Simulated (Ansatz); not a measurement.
Gas-phase electronic energies from Ansatz, PBE0-D4/def2-TZVP geometries. CCSD(T)/CBS adds triple-zeta CCSD(T) − MP2 to the extrapolated MP2 energy (def2 sets, frozen cores). This one scheme is used for every species. Functionals use def2-TZVPP. B3LYP here is the variant with VWN-RPA as its local correlation; programs differ in this. One conformer a species, not always the lowest.

Consider the silylene formation by 1,1-elimination: `N[SiH2][SiH2][SiH3]` → `[SiH3][SiH3]` + `N[SiH]`.

```json
{"level": "PBE-D4", "ΔE (kcal/mol)": "38.3", "difference from CCSD(T)/CBS": "1.1"}
{"level": "r2SCAN-D4", "ΔE (kcal/mol)": "40.8", "difference from CCSD(T)/CBS": "3.6"}
{"level": "B3LYP-D4", "ΔE (kcal/mol)": "35.5", "difference from CCSD(T)/CBS": "-1.7"}
{"level": "ωB97X-V", "ΔE (kcal/mol)": "39.2", "difference from CCSD(T)/CBS": "2.0"}
{"level": "PBE", "ΔE (kcal/mol)": "35.9", "difference from CCSD(T)/CBS": "-1.3"}
{"level": "B3LYP", "ΔE (kcal/mol)": "31.7", "difference from CCSD(T)/CBS": "-5.5"}
{"level": "HF/def2-TZVPP", "ΔE (kcal/mol)": "32.5", "difference from CCSD(T)/CBS": "-4.7"}
{"level": "HF/def2-QZVPP", "ΔE (kcal/mol)": "32.5", "difference from CCSD(T)/CBS": "-4.7"}
{"level": "SCS-MP2/def2-QZVPP", "ΔE (kcal/mol)": "36.8", "difference from CCSD(T)/CBS": "-0.4"}
{"level": "MP2/CBS(def2)", "ΔE (kcal/mol)": "40.1", "difference from CCSD(T)/CBS": "2.9"}
{"level": "CCSD(T)/CBS", "ΔE (kcal/mol)": "37.2", "difference from CCSD(T)/CBS": "0"}
```

Largest T1 diagnostic among the species: 0.015.

The D4 term adds +3.8 kcal/mol with B3LYP and +2.2 kcal/mol with PBE0; it sums over pairs of atoms, weighted by their polarisabilities, and B3LYP, whose exchange is more repulsive, gets the larger term. In def2-TZVPP, CCSD(T) changes the Hartree–Fock value by +3.0 kcal/mol (the triples alone add +0.6 kcal/mol) and MP2 by +5.9 kcal/mol.
